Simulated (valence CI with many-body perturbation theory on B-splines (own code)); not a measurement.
Level structure of Pb⁶¹⁺

Calculated by valence CI with perturbative core correlation (CI+MBPT): three valence electrons over a frozen Dirac-Fock core [Ar], a basis of 9 s, 9 p, 10 d, 8 f, 5 g, 3 h, 1 i functions for each j, with the one-electron correlation potential Σ1, the two-electron term Σ2, the three-electron term Σ3, Breit, model QED; selected CI, second order for the rest (own B-spline code, finite nucleus).

No measured spectrum was set against this ion. As an estimate, large intervals hold to a few tenths of a per cent, small ones and those within an open d or f shell to about a per cent. The list stops below the first excitations out of the core. Only levels of the ground parity were solved; by the run's estimate the other parity begins above the list, which can be wrong where configurations are misplaced.

Levels 1 to 15 of 15, with energies above the lowest level, (3d3/2^3) J=3/2. "Leading %" is the weight of the configuration and term that name the level; weights of strongly mixed levels are sums over their largest components and can fall short. In the jj column 3d3/2^4 stands for four electrons in 3d with j = 3/2. Lifetimes count E1, E2, E3, M1 and M2 decay at the calculated energies, and are blank where another channel may lead or the interval is too uncertain; long ones can be off by a factor of two.

```
No.  Configuration  Term     J  E (eV)  Leading %  Second component  Lifetime      g             Leading jj
  1            3d³    ²D   3/2    0.00         42       41 % 3d³ ⁴F            0.738         3d3/2^3 (99 %)
  2            3d³    ⁴F   5/2  110.58         80       18 % 3d³ ²D   63.8 ns  1.052  3d3/2^2 3d5/2 (100 %)
  3            3d³    ⁴P   3/2  117.52         38       34 % 3d³ ⁴F   80.7 ns  1.151  3d3/2^2 3d5/2 (100 %)
  4            3d³    ²H   9/2  121.30         48       41 % 3d³ ²G            1.021  3d3/2^2 3d5/2 (100 %)
  5            3d³    ²G   7/2  122.10         50       28 % 3d³ ⁴F   88.0 μs  1.026   3d3/2^2 3d5/2 (99 %)
  6            3d³    ⁴P   1/2  123.71         56       44 % 3d³ ²P    218 ns  1.776  3d3/2^2 3d5/2 (100 %)
  7            3d³    ²D   5/2  151.53         49       26 % 3d³ ⁴P    873 ns  1.207   3d3/2^2 3d5/2 (98 %)
  8            3d³    ⁴F   7/2  230.71         70       28 % 3d³ ²G   37.3 ns  1.124   3d3/2 3d5/2^2 (99 %)
  9            3d³    ⁴F   9/2  236.06         49       40 % 3d³ ²H   62.9 ns  1.123   3d3/2 3d5/2^2 (99 %)
 10            3d³    ⁴P   3/2  242.36         40       37 % 3d³ ²D   33.2 ns  1.091  3d3/2 3d5/2^2 (100 %)
 11            3d³    ²P   1/2  245.73         56       44 % 3d³ ⁴P   49.9 ns  1.532  3d3/2 3d5/2^2 (100 %)
 12            3d³    ²H  11/2  246.47        100                      165 ns  1.076  3d3/2 3d5/2^2 (100 %)
 13            3d³    ⁴P   5/2  246.81         43       37 % 3d³ ²D   59.8 ns  1.310   3d3/2 3d5/2^2 (98 %)
 14            3d³    ²F   7/2  257.45         76       22 % 3d³ ²G    128 ns  1.075   3d3/2 3d5/2^2 (99 %)
 15            3d³    ²F   5/2  257.95         46       38 % 3d³ ²D   97.5 ns  1.078   3d3/2 3d5/2^2 (99 %)
```

The ionisation energy to 3d² ³F2 of the next ion comes out as 6597.9 eV (NIST: 6597 ± 12 eV (theoretical)). All 15 levels together are meant to be complete up to 266.46 eV.
